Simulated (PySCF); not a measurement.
Two-component Hartree-Fock for Pr²⁸⁺ (praseodymium, charge +28)

Start: [Ar] 3d10 4s2 4p1; 4p3/2 filled at m_j = +3/2. Calculated with PySCF 2.14 in an uncontracted even-tempered set (17 s from 2.4 bohr⁻², ratio 2.8; 13 p from 3.1 bohr⁻², ratio 2.8; 8 d from 5.6 bohr⁻², ratio 2.8; 4 f from 14 bohr⁻², ratio 3): generalised Hartree-Fock with the X2C-1e Hamiltonian and a Gaussian nucleus; one run each with spin-orbit coupling (SO) screened by Boettger's factors, then bare. This is a chosen level, not necessarily the ground level.

| spinor shell | electrons | ε, screened SO (eV) | ε, bare SO (eV) | weight of nominal j (bare SO) | rms radius, bare SO (bohr) |
| --- | --- | --- | --- | --- | --- |
| 1s1/2 | 2 | -43168.8 | -43168.4 | 1.000 | 0.0275 |
| 2s1/2 | 2 | -7856.9 | -7856.8 | 1.000 | 0.111 |
| 2p1/2 | 2 | -7467.5 | -7480.8 | 1.000 | 0.0955 |
| 3s1/2 | 2 | -2440.6 | -2440.6 | 1.000 | 0.286 |
| 3p1/2 | 2 | -2273.1 | -2275.8 | 1.000 | 0.277 |
| 3p3/2 | 4 | -2171.4 | -2170.4 | 1.000 | 0.290 |
| 3d3/2 | 4 | -1890.6 | -1893.3 | 1.000 | 0.259 |
| 3d5/2 | 6 | -1868.8 | -1867.1 | 1.000 | 0.263 |
| 4s1/2 | 2 | -1080.6 | -1080.6 | 1.000 | 0.615 |
| 4p3/2 | 1 | -995.13 | -994.83 | 1.000 | 0.634 |

Problem. Where does 2p3/2 lie, and what is the 2p spin-orbit splitting (bare SO)?

Solution. At -6975.3 eV, 505.47 eV above 2p1/2.

```
   quantity  screened SO      bare SO
E (hartree)  -8839.18305  -8839.50274
        M_J          3/2          3/2
       ⟨J²⟩        3.752        3.752
       ⟨L²⟩        2.023        2.025
       ⟨S²⟩        0.772        0.774
```

Each row is a mean over spinors that exchange with the open shell spreads, by up to 9.225 eV (4s1/2).

Breit and QED terms are absent; they matter most for the inner s and p1/2 levels.

Densities and radii are taken from the X2C orbitals without a picture-change correction, which distorts them close to the nucleus.
